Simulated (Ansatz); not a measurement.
`[CH3][GeH2][CH]=N` and `N=[CH][GeH2][CH2]Cl` differ in one atom or group.

Ansatz, PBE0-D4/def2-TZVP geometries, multiplicity 1. Each molecule was computed in one conformer, which needn't be the lowest.

Scalar relativity is left out up to krypton.

| property | `[CH3][GeH2][CH]=N` |
| --- | --- |
| HOMO–LUMO gap (PBE0/def2-TZVPP) / eV | 6.38 |
| size of the dipole moment (PBE/def2-TZVPP) / D | 1.94 |
| LUMO energy (PBE/def2-TZVPP) / eV | -1.80 |
| HOMO–LUMO gap (B3LYP/def2-TZVPP) / eV | 5.92 |
| HOMO–LUMO gap (ωB97M-V/def2-TZVPP) / eV | 10.89 |
| LUMO energy (B3LYP/def2-TZVPP) / eV | -0.94 |

Give the same properties after the change, and the shifts. (Estimate.)

The calculation gave: 
```tsv
property	`N=[CH][GeH2][CH2]Cl`	shift
HOMO–LUMO gap (PBE0/def2-TZVPP) / eV	6.25	-0.13
size of the dipole moment (PBE/def2-TZVPP) / D	2.36	0.42
LUMO energy (PBE/def2-TZVPP) / eV	-2.06	-0.26
HOMO–LUMO gap (B3LYP/def2-TZVPP) / eV	5.79	-0.13
HOMO–LUMO gap (ωB97M-V/def2-TZVPP) / eV	10.67	-0.22
LUMO energy (B3LYP/def2-TZVPP) / eV	-1.23	-0.29
```

With PBE0 the HOMO falls by 0.16 eV and the LUMO falls by 0.29 eV, so the gap narrows by about 0.13 eV. PBE moves the HOMO by -0.15 eV and ωB97M-V by -0.16 eV. Dipoles are sizes alone; their direction can turn.

B3LYP here is the variant with VWN-RPA as its local correlation; programs differ in this.
